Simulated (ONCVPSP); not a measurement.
**What one change does to a pseudopotential (molybdenum, ONCV)**

Mo, optimised norm-conserving Vanderbilt (ONCV), made with ONCVPSP 4.0.1 (PBE, scalar-relativistic). Core [Ar] 3d10, reference 4s2 4p6 4d5 5s1. Waves: 4s+5s: rc 1.55 bohr, ncon 4, nbas 7, qcut 7.5 1/bohr, 2 projectors; 4p: rc 1.80 bohr, ncon 4, nbas 8, qcut 6.1 1/bohr, 2 projectors, debl 2.8 Ha; 4d: rc 1.95 bohr, ncon 4, nbas 8, qcut 6.8 1/bohr, 3 projectors, debl 0.7 Ha. Local part: polynomial inside 0.95 bohr (lpopt 5, dvloc0 -1 Ha). Core correction: Teter function, fcfact 3.25, rcfact 1.

Change: all radii but the core radius scaled by about 1.33 (s 2.06, p 2.40, d 2.60 bohr); local potential polynomial inside 1.26 bohr (lpopt 5, dvloc0 -1 Ha).

Cutoffs: the cutoffs (Ha) at which the residual kinetic energy of the hardest occupied pseudo-wave falls to 1 and 0.1 mHa per electron; they do not see the model core or the augmentation charge, which bear on the density cutoff. Errors are all-electron minus pseudo energies relative to the spin-unpolarised reference configuration.

**Question.** Predict the effect on cutoff, ghosts and configuration errors.

**Answer.** The potential gets softer (22 Ha and 25 Ha → 15 Ha and 19 Ha); the bound ghost in d disappears; of the 4 tests that both files solve, the error grows in 2 and shrinks in 0 by more than 15 % and 0.3 meV (median size 4.0 → 21.6 meV). A larger radius leaves more room for a smooth pseudo-wave, so fewer plane waves are needed.

| quantity | base | changed |
| --- | --- | --- |
| cutoff, loose | 22 Ha | 15 Ha |
| cutoff, tight | 25 Ha | 19 Ha |
| loose cutoff by channel | s 22 Ha, p 12 Ha, d 17 Ha | s 15 Ha, p 12 Ha, d 14 Ha |
| bound ghosts | d | none |
| GHOST(+) flags under 300 eV | s at 91.6 eV | s at 138.0 eV |
| error for 4s2 4p6 4d5 5s0, meV [ΔE 6.89 eV] | -1.5 | -1.4 |
| error for 4s2 4p6 4d4 5s0, meV [ΔE 22.35 eV] | -0.5 | -0.4 |
| error for 4s2 4p6 4d3 5s0, meV [ΔE 49.10 eV] | +6.4 | +42 |
| error for 4s2 4p5 4d5 5s1, meV [ΔE 43.97 eV] | -71 | -101 |
| rms error of d²Exc/dni dnj with the model core, mHa | 1.23 | 1.13 |

 A true bound ghost makes a file unfit for plane-wave use even where its test errors are small: the radial tests pick states by their node count and pass the ghost by.
